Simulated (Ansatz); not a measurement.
Reaction: CH4BS (SMILES CB[S], doublet) → CH4BS (SMILES BS[CH2], doublet)
Each species at its own B3LYP-D3(BJ)/def2-TZVP minimum (Ansatz, an electronic-structure program).

Property: isomerisation energy (electronic), in kcal/mol. UHF or UKS for unpaired electrons; spin-orbit terms are left out. CBS(X,Y): correlation extrapolated as X^-3, Hartree-Fock from the larger set. A bracket is a step between two methods taken in the basis named. The functionals are non-relativistic, so their misses hold any scalar relativity. '+ core + X2C': CCSD(T) terms for core correlation (cc-pwCVTZ, 1s frozen past Ne) and scalar relativity (cc-pVTZ-DK).

CCSD(T)/CBS(cc-pV(T+d)Z,cc-pV(Q+d)Z) + [CCSDT(Q) - CCSD(T)]/cc-pV(D+d)Z + core + X2C (Ansatz) gives 25.7 kcal/mol.

### Question
How far off this value is PBE/def2-TZVPD (Ansatz), in which direction, and which of these levels come nearer: r2SCAN/def2-TZVPD, B3LYP/def2-TZVPD, PBE0/def2-TZVPD, CCSD(T)/CBS(cc-pV(T+d)Z,cc-pV(Q+d)Z) + core + X2C?

### Answer
PBE gives 25.0 kcal/mol, 0.7 kcal/mol below it. Differences of the others: r2SCAN/def2-TZVPD (Ansatz) -1.3; B3LYP/def2-TZVPD (Ansatz) 0.2; PBE0/def2-TZVPD (Ansatz) -0.2; CCSD(T)/CBS(cc-pV(T+d)Z,cc-pV(Q+d)Z) + core + X2C (Ansatz) 0.1 kcal/mol. Nearer than PBE: B3LYP/def2-TZVPD, PBE0/def2-TZVPD, CCSD(T)/CBS(cc-pV(T+d)Z,cc-pV(Q+d)Z) + core + X2C.
